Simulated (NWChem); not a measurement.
System: C$_{2}$H$_{4}$O$_{3}$Si; SMILES O[Si]1(O)C=CO1

The following NWChem deck was run.

```
start job
memory heap 200 mb stack 900 mb global 1100 mb
geometry units angstroms noautosym nocenter noautoz
  O      1.253363     1.385753     0.218828
  Si    -0.029294     0.350458     0.110888
  O     -1.358789     1.291669    -0.086494
  C     -0.223635    -1.195977     1.080071
  C      0.018278    -1.799407    -0.100087
  O      0.247621    -0.857852    -1.105275
  H      2.125891     0.985191     0.094266
  H     -1.204375     2.151404    -0.504425
  H     -0.448201    -1.638701     2.038185
  H      0.061435    -2.842251    -0.408067
end
basis spherical
  * library 6-31g*
end
dft
  xc b3lyp
  iterations 150
end
property
  shielding
end
task dft property
```

Coordinates come from a B3LYP/6-31G* (spherical d) optimisation. B3LYP is NWChem's, with the RPA form of VWN correlation.

GIAO values for the isolated, static molecule; σ is the absolute isotropic shielding, δ = σ(reference) − σ with the isolated reference molecule computed at the same levels (13C: tetramethylsilane, 1H: tetramethylsilane, 17O: water, 29Si: tetramethylsilane).

Atoms are numbered as in the input.

Task: Predict the main results of this run. (B3LYP/6-31G* (spherical d), GIAO.) Quantities: δ O1 (ppm); δ Si2 (ppm); δ O3 (ppm); δ C4 (ppm); δ H7 (ppm); δ H8 (ppm); δ H10 (ppm).

Result: 
- δ O1 (ppm): 43.2
- δ Si2 (ppm): -29.7
- δ O3 (ppm): 35.8
- δ C4 (ppm): 90.9
- δ H7 (ppm): 2.22
- δ H8 (ppm): 2.49
- δ H10 (ppm): 7.52
